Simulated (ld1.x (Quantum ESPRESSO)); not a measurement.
# u(r) = r·R(r): atom against pseudo-atom (Ru (Z = 44))

Columns: radius, all-electron u(r) and pseudo u(r) of the 4p shell (level -66.56 eV) of ruthenium in the configuration [Ar] 3d10 4s2 4p6 4d6 5s0 5p0; LDA (PZ), scalar-relativistic, TM scheme, ld1.x (Quantum ESPRESSO) 7.5.

```tsv
r (bohr)	all-electron	pseudo
0.123	0.1907	0.0294
0.245	-0.5073	0.1159
0.368	-0.4639	0.2581
0.490	0.0075	0.4471
0.613	0.5010	0.6682
0.735	0.8455	0.8796
0.858	1.0268	1.0286
0.980	1.0764	1.0764
1.103	1.0393	1.0393
1.225	0.9535	0.9535
1.348	0.8444	0.8444
1.470	0.7306	0.7306
1.593	0.6203	0.6203
1.715	0.5203	0.5203
1.838	0.4314	0.4314
1.960	0.3552	0.3552
2.083	0.2901	0.2901
2.205	0.2359	0.2359
2.328	0.1907	0.1907
2.450	0.1538	0.1538
2.573	0.1234	0.1234
2.695	0.0988	0.0988
2.818	0.0788	0.0788
2.940	0.0628	0.0628
3.063	0.0499	0.0499
3.185	0.0396	0.0396
```

(1) How many radial nodes do the two functions have?

(2) At about which radius was the pseudo-wave matched?

(3) Is the pseudo-wave norm-conserving?

Results:

(1) The all-electron 4p function has n − l − 1 = 2; the pseudo-wave has 0, since the states of the same l below it are removed with the core.

(2) 1.00 bohr, where the columns begin to agree (steps of 0.12 bohr).

(3) Yes: the TM scheme keeps the norm inside the radius equal to the all-electron one, which fixes the energy derivative of the logarithmic derivative at the level.
